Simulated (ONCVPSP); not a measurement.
**Configuration tests for hafnium (ONCV)**

Hf (Z = 72), optimised norm-conserving Vanderbilt (ONCV), made with ONCVPSP 4.0.1 (PBE, fully relativistic). Core [Kr] 4d10 4f14, reference 5s2 5p6 5d2 6s1.5 (charge +0.5). Waves: 5s+6s: rc 1.65 bohr, ncon 3, nbas 7, qcut 8.3 1/bohr, 2 projectors; 5p: rc 2.00 bohr, ncon 3, nbas 6, qcut 6.3 1/bohr, 2 projectors, debl 2.8 Ha; 5d: rc 1.95 bohr, ncon 3, nbas 6, qcut 4.7 1/bohr, 2 projectors, debl 2.6 Ha. Local part: polynomial inside 1.35 bohr (lpopt 4, dvloc0 1 Ha). Core correction: polynomial model core, fcfact 0.45.

Open shells are filled in proportion to 2j + 1.

Energies are relative to the spin-unpolarised reference configuration 5s2 5p6 5d2 6s1.5; without spin polarisation the order of configurations can differ from experiment.

**Question.** Give the all-electron excitation energy and the error of the potential for: 5s2 5p6 5d2 6s2; 5s2 5p6 5d2 6s1; 5s2 5p6 5d2 6s0; 5s2 5p6 5d2 6s0 6p1.

**Answer.**

```
valence configuration  charge  ΔE all-electron (eV)  error AE − PS (meV)
      5s2 5p6 5d2 6s2       0                -3.256                 -0.3
      5s2 5p6 5d2 6s1      +1                 4.724                 -0.2
      5s2 5p6 5d2 6s0      +2                18.904                 -5.3
  5s2 5p6 5d2 6s0 6p1      +1                 9.363                 -0.5
```

Levels in the configuration 5s2 5p6 5d2 6s1:

```
   level  all-electron (eV)  pseudo (eV)
5s j=1/2            -73.785      -73.800
5p j=3/2            -40.313      -40.322
5p j=1/2            -48.077      -48.090
5d j=5/2             -9.004       -9.007
5d j=3/2             -9.516       -9.522
6s j=1/2            -10.974      -10.975
```

These tests converged, but a pseudo level misses the all-electron one widely, so the file describes the atom poorly there or has found another state: 5s2 5p6 5d2 6s0 6p1: empty 6s by 5.7 eV.

Note: no bound ghost flagged; GHOST(+) flagged for d3/2 at 18.2 eV, s at 324.5 eV.
